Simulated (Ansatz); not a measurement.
```yaml
crystal:
  periodic: [false, false, false]
  atoms:
    - {symbol: N, position_ang: [-0.601448, 0.167968, -1.349107]}
    - {symbol: Ti, position_ang: [0.316730, 0.234738, 0.271243]}
    - {symbol: O, position_ang: [1.570580, -1.026938, 0.181440]}
    - {symbol: O, position_ang: [-0.797109, -0.082820, 1.633235]}
    - {symbol: Cl, position_ang: [1.173569, 2.276832, 0.529192]}
    - {symbol: H, position_ang: [-1.275638, 0.852813, -1.662193]}
    - {symbol: H, position_ang: [-0.387890, -0.488755, -2.086582]}
    - {symbol: H, position_ang: [1.829041, -1.743114, 0.763100]}
    - {symbol: H, position_ang: [-1.739336, -0.236924, 1.702473]}
basis:
  gaussian: {orbitals: 6-31G}
hamiltonian: {xc: {name: B3LYP-D3}}
scf: {lower_state_search: light}
output: {forces: true}
```

```sh
$ ansatz run in.yaml --threads 2 --pin off --events-out ev --progress --plain --max-ram 22528MiB --backend cpu
```

**Question.** How does Ansatz answer? (An estimate is asked.)

**Answer.** The calculation gave: The program refused the input.
```
Error: YAML parse error: error: line 15 column 19: hamiltonian.xc: no functional is named "B3LYP-D3"; the names, which are not case-sensitive, are SVWN5, SPW92, PBE, PBE0, PBEsol, revPBE, revPBE0, RPBE, rPW86-PBE, HSE06, wPBEh, LC-wPBE, HISS, HF, BLYP, B3LYP, B3LYP5, BHLYP, CAM-B3LYP, r2SCAN, r2SCANh, r2SCAN0, r2SCAN50, m-r2SCAN, B97, wB97, wB97X, wB97X-V, B97M-V, wB97M-V, B2PLYP, B2GP-PLYP, PBE0-DH, PBE-QIDH
  --> <input>:15:19
   |
13 | basis:
14 |   gaussian: {orbitals: 6-31G}
15 | hamiltonian: {xc: {name: B3LYP-D3}}
   |                   ^ hamiltonian.xc: no functional is named "B3LYP-D3"; the names, which are not case-sensitive, are SVWN5, SPW92, PBE, PBE0, PBEsol, revPBE, revPBE0, RPBE, rPW86-PBE, HSE06, wPBEh, LC-wPBE, HISS, HF, BLYP, B3LYP, B3LYP5, BHLYP, CAM-B3LYP, r2SCAN, r2SCANh, r2SCAN0, r2SCAN50, m-r2SCAN, B97, wB97, wB97X, wB97X-V, B97M-V, wB97M-V, B2PLYP, B2GP-PLYP, PBE0-DH, PBE-QIDH
16 | scf: {lower_state_search: light}
17 | output: {forces: true}
   |
```

HSE06 is defined as in plane-wave codes.
